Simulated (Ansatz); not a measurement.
Reaction (formal exchange of groups at the In–S bond): `[SH][In]([SH])[Br]` + CH₄ → `[CH3][In]([SH])[Br]` + H₂S

Program: Ansatz. Geometries: PBE0-D4/def2-TZVP. ΔE: electronic, gas phase. CBS: MP2 limit from def2 TZ/QZ plus the TZ coupled-cluster correction, frozen cores. This one scheme is used for every species. DFT in def2-TZVPP. HSE06 is defined as in plane-wave codes. def2 core potentials past Kr. For Br, In outer-core shells are correlated without core-valence functions, which leaves a few kJ/mol of doubt a bond. Scalar relativity is left out up to krypton. One conformer a species, not always the lowest.

(1) Is it downhill or uphill in electronic energy at CCSD(T)/CBS, and by how much? (Estimate.)

(2) What do these levels give: PBE, PBE0, r2SCANh, HSE06, LC-ωPBE, HF/def2-TZVPP? (Best estimate.)

Largest T1 diagnostic among the species: 0.012.

Results:

(1) The calculation gave: Uphill: ΔE = +1.04 eV.

(2) The calculation gave: PBE 1.04, PBE0 1.06, r2SCANh 1.09, HSE06 1.06, LC-ωPBE 1.02, HF/def2-TZVPP 1.14 eV.

In def2-TZVPP, CCSD(T) changes the Hartree–Fock value by −0.13 eV (the triples alone add +0.00 eV) and MP2 by −0.11 eV. From BLYP to BHLYP (50 % exact exchange), in def2-TZVPP and without D4, ΔE moves by +0.05 eV.
